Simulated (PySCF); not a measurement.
Geometry:
```
atom   x (Å)   y (Å)   z (Å)
  C1  -2.431  -0.045   0.091
  C2  -1.041   0.199   0.651
  C3   0.056  -0.127  -0.348
  C4   1.439   0.137   0.216
  C5   2.540  -0.172  -0.747
  O6   2.448  -0.592  -1.845
 Cl7   4.157   0.176  -0.045
  H8  -3.205   0.200   0.820
  H9  -2.561  -1.093  -0.194
 H10  -2.608   0.563  -0.801
 H11  -0.898  -0.401   1.557
 H12  -0.948   1.246   0.963
 H13  -0.017  -1.176  -0.653
 H14  -0.082   0.461  -1.260
 H15   1.629  -0.453   1.120
 H16   1.561   1.180   0.525
```

Geometry: PBE0-D3(BJ)/def2-TZVP; GIAO shifts from PySCF 2.14, gas phase, non-relativistic, averaged over equivalent atoms.

At KT3/pcSseg-2 (385 basis functions, 2.4 min wall time (4.8 min CPU) on 2 threads of an Intel Xeon, shared host):
```
    atoms  δ (ppm)
       C5    179.2
       C4     52.3
       C3     33.3
       C2     29.0
       C1     17.5
       O6    527.2
      Cl7    450.5
  H15/H16     3.02
  H13/H14     1.59
  H11/H12     1.27
H8/H9/H10     1.03
```

Shifts are taken against calculated references (same method and geometry level): 13C (183.24 ppm), 1H (31.63 ppm) against TMS; 17O (325.30 ppm) against H2O; HCl for 35Cl (942.39 ppm).

Problem. What do these become at wB97X-D/pcSseg-2?

Solution. 
```json
{"atoms": "C5", "δ at wB97X-D/pcSseg-2": "191.2", "change": "+12.0"}
{"atoms": "C4", "δ at wB97X-D/pcSseg-2": "52.8", "change": "+0.5"}
{"atoms": "C3", "δ at wB97X-D/pcSseg-2": "31.2", "change": "-2.1"}
{"atoms": "C2", "δ at wB97X-D/pcSseg-2": "26.7", "change": "-2.3"}
{"atoms": "C1", "δ at wB97X-D/pcSseg-2": "16.8", "change": "-0.7"}
{"atoms": "O6", "δ at wB97X-D/pcSseg-2": "580.1", "change": "+52.9"}
{"atoms": "Cl7", "δ at wB97X-D/pcSseg-2": "461.3", "change": "+10.8"}
{"atoms": "H15/H16", "δ at wB97X-D/pcSseg-2": "2.86", "change": "-0.16"}
{"atoms": "H13/H14", "δ at wB97X-D/pcSseg-2": "1.53", "change": "-0.06"}
{"atoms": "H11/H12", "δ at wB97X-D/pcSseg-2": "1.16", "change": "-0.11"}
{"atoms": "H8/H9/H10", "δ at wB97X-D/pcSseg-2": "1.00", "change": "-0.03"}
```

δ = σ(ref) − σ, references computed at the same level: 13C (186.29 ppm), 1H (31.63 ppm) against TMS; H2O for 17O (328.24 ppm); 35Cl (940.66 ppm) against HCl.

The largest change is at O6 (carbonyl oxygen). Cost: 385 basis functions, 2.7 min wall time (5.4 min CPU) on 2 threads of an Intel Xeon, shared host. The order of the carbon signals is the same at both levels.

Carbons that carry Cl, above all several Cl atoms, come out too deshielded, partly because spin–orbit coupling is missing. Unscaled 17O shifts of doubly bonded oxygen tend to come out too high, by tens of ppm or more. Experimental scales use liquid or dissolved standards, which lie at an offset from isolated H2O (liquid H2O: subtract about 36 ppm).
